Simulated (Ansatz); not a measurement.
Mg₆N₃: single points at one geometry.

```yaml
crystal:
  periodic: [false, false, false]
  atoms:
    - {symbol: Mg, position_ang: [0.748581, 1.300967, -1.160465]}
    - {symbol: Mg, position_ang: [-0.884409, -0.833912, -2.398208]}
    - {symbol: Mg, position_ang: [-1.817412, -1.849536, 0.507655]}
    - {symbol: Mg, position_ang: [-0.242325, 0.583203, 1.753479]}
    - {symbol: Mg, position_ang: [3.117484, 0.550120, 1.356698]}
    - {symbol: Mg, position_ang: [1.172398, -1.531806, -0.013566]}
    - {symbol: N, position_ang: [-1.363452, 1.156285, -0.226909]}
    - {symbol: N, position_ang: [-2.087547, 0.219214, -0.361022]}
    - {symbol: N, position_ang: [1.356692, 0.405473, 0.542347]}
basis:
  gaussian: {orbitals: def2-TZVP, initial_orbitals: start.molden}
magnetization: {spin_polarized: true, initial_magnetization: 1}
hamiltonian: {xc: pbe0, dispersion: d4}
scf: {omitted_lower_state_checks: [starts]}
output: {orbitals: {seedname: orbitals}}
```

The file start.molden holds the orbitals of an earlier run on this structure, at another level or in another basis.

```sh
$ ansatz run in.yaml --threads 2 --pin off --events-out ev --progress --plain --max-ram 32768MiB --backend cuda --devices 0, --max-vram 18GiB
```

Shortened log:

```
Functional definition: PBE0
2193 factors; their error is unknown
mean field evaluation 1: about -37014.0129 eV, gradient 2.4e2 eV
mean field evaluation 2: about -37061.2530 eV, gradient 5.8e1 eV
mean field evaluation 4: about -37108.7444 eV, gradient 1.3e1 eV
mean field evaluation 8: about -37116.0471 eV, gradient 3.2e-1 eV
mean field evaluation 16: about -37116.1964 eV, gradient 1.7e-5 eV
mean field -37116.19644265 eV, -1363.9950610058 hartree, gradient 1.7e-5 eV, S^2 1.683319; 0 other end points of the search recorded, 0 dependent functions left out
reference -37116.19647746 eV, -1363.9950622851 hartree; 47, 46 occupied and 238, 239 virtual orbitals, 2193 factors
Total energy: -37116.55701855 eV, -1364.0083119257 hartree
Checks for a lower state left out: starts
```

Run time 19 s (2 threads of AMD EPYC 7R13 on a shared host and a share (18 GiB) of an NVIDIA H100 80GB HBM3), peak host memory 0.93 GiB.

As the first input, with `hamiltonian: {xc: {name: CAM-B3LYP}, dispersion: d4}` (abridged; 17 s):

```
Functional definition: CAM-B3LYP
mean field -37135.55821118 eV, -1364.7065928755 hartree, gradient 1.3e-5 eV, S^2 1.908308
Total energy: -37135.93946614 eV, -1364.7206037368 hartree
Checks for a lower state left out: starts
```

The first input with `hamiltonian: {xc: r2scan, dispersion: d4}` (abridged; 21 s):

```
Functional definition: r2SCAN
mean field -37132.22108736 eV, -1364.5839558371 hartree, gradient 9.4e-6 eV, S^2 1.659224
Total energy: -37132.31312368 eV, -1364.5873381093 hartree
Checks for a lower state left out: starts
```

As the first input, with `correlation: {method: mp2}` and without the key `hamiltonian` (abridged; 12 s):

```
Functional definition: HF
mean field -37036.52299343 eV, -1361.0671157515 hartree, gradient 2.3e-6 eV, S^2 3.060906
9 core orbitals not correlated: weight in the atoms' cores, before any rotation towards them, 1.000 or more for the frozen orbitals, at most 0.000 for the correlated occupied ones
second order -47.25604072 eV of doubles, -0.00000000 eV of singles
Total energy: -37083.77903415 eV, -1362.8037432167 hartree
Checks for a lower state left out: starts
```

As the first input, with `hamiltonian: {xc: {name: B3LYP}, dispersion: d4}` (abridged; 14 s):

```
Functional definition: B3LYP
mean field -37141.27885931 eV, -1364.9168228165 hartree, gradient 1.5e-5 eV, S^2 1.471425
Total energy: -37141.97103407 eV, -1364.9422597699 hartree
Checks for a lower state left out: starts
```

As the first input, with `hamiltonian: {xc: pbe, dispersion: d4}`, `output: {forces: true, orbitals: {seedname: orbitals}}` (abridged; 17 s):

```
Functional definition: PBE
mean field -37114.05727573 eV, -1363.9164480715 hartree, gradient 2.6e-5 eV, S^2 1.221458
Total energy: -37114.47482293 eV, -1363.9317926480 hartree
Atom 0 force    -0.063376     0.042367    -0.216660 eV/Å
Atom 1 force     0.068163     0.024611    -0.035629 eV/Å
Atom 2 force     0.071009    -0.006244     0.056187 eV/Å
Atom 3 force    -0.064856    -0.017534     0.094699 eV/Å
Atom 4 force     0.072625    -0.042536     0.034838 eV/Å
Atom 5 force    -0.061671    -0.051608    -0.008792 eV/Å
Atom 6 force    -0.056115     0.015848     0.034639 eV/Å
Atom 7 force    -0.050304     0.021517    -0.045854 eV/Å
Atom 8 force     0.084526     0.013579     0.086571 eV/Å
Dipole moment:     0.052594     0.012214     0.028798 e Å
Checks for a lower state left out: starts
```

Geometry: r2SCAN-D4/def2-SVP.

B3LYP takes the VWN-RPA correlation. Correlated methods freeze 9 core orbitals; core or outer-core shells of Mg are correlated, in sets that lack core-valence functions. At PBE0-D4/def2-TZVP, CAM-B3LYP-D4/def2-TZVP, r2SCAN-D4/def2-TZVP, MP2/def2-TZVP and others the charge 0 doublet is spin-contaminated (final ⟨S²⟩ up to 3.06, 0.75 for a pure state). Another isomer (doublet) lies 0.49 eV lower at PBE0-D4/def2-TZVP; other spin states weren't run for this one.
